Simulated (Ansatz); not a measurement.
`[F][Sn]([SH])([SH])[SH]`. The species carries charge 0 and has multiplicity 1. Sn: def2 effective core potential.

Cartesian coordinates in Å:
```
F 1.2274 -1.2044 0.8766
Sn 0.0023 -0.1812 -0.1928
S -0.3020 1.7299 1.1961
S -1.9896 -1.4165 -0.5648
S 1.0406 0.1779 -2.2956
H 0.4258 1.1388 2.1616
H -2.5634 -0.8908 0.5318
H 2.1588 0.6463 -1.7129
```

Q: List the harmonic frequencies (cm⁻¹, unscaled) at PBE0-D4/def2-TZVP in Ansatz. (An estimate is asked.)

A: The calculation gave: 61, 81, 104, 109, 131, 156, 161, 194, 342, 380, 383, 609, 696, 709, 739, 2701, 2705, 2707.

Q: Is this a minimum?

A: Yes, all 18 modes are real.

Q: Give the ideal-gas thermochemistry at 298.15 K and 1 bar (rigid rotor, harmonic oscillator; point group C1, symmetry number 1).

A: Zero-point energy 77.6 kJ/mol; H(298) − E = 106.0 kJ/mol; entropy 425.3 J/(mol·K), of which translation 177.0, rotation 123.7, vibration 124.5; G(298) − E = -20.8 kJ/mol. Modes under 100 cm⁻¹ are hindered rotations or soft bends, so the harmonic entropy is rough.

Q: And at 400, 500, 600, 800 and 1000 K?

A: 
```json
{"T (K)": "400", "H − E (kJ/mol)": "119.8", "S (J/mol/K)": "465.3", "G − E (kJ/mol)": "-66.3"}
{"T (K)": "500", "H − E (kJ/mol)": "134.2", "S (J/mol/K)": "497.4", "G − E (kJ/mol)": "-114.5"}
{"T (K)": "600", "H − E (kJ/mol)": "149.1", "S (J/mol/K)": "524.5", "G − E (kJ/mol)": "-165.6"}
{"T (K)": "800", "H − E (kJ/mol)": "180.0", "S (J/mol/K)": "568.8", "G − E (kJ/mol)": "-275.1"}
{"T (K)": "1000", "H − E (kJ/mol)": "212.0", "S (J/mol/K)": "604.6", "G − E (kJ/mol)": "-392.6"}
```

Q: Rotational constants (cm⁻¹)?

A: 0.04726, 0.04396, 0.03204.
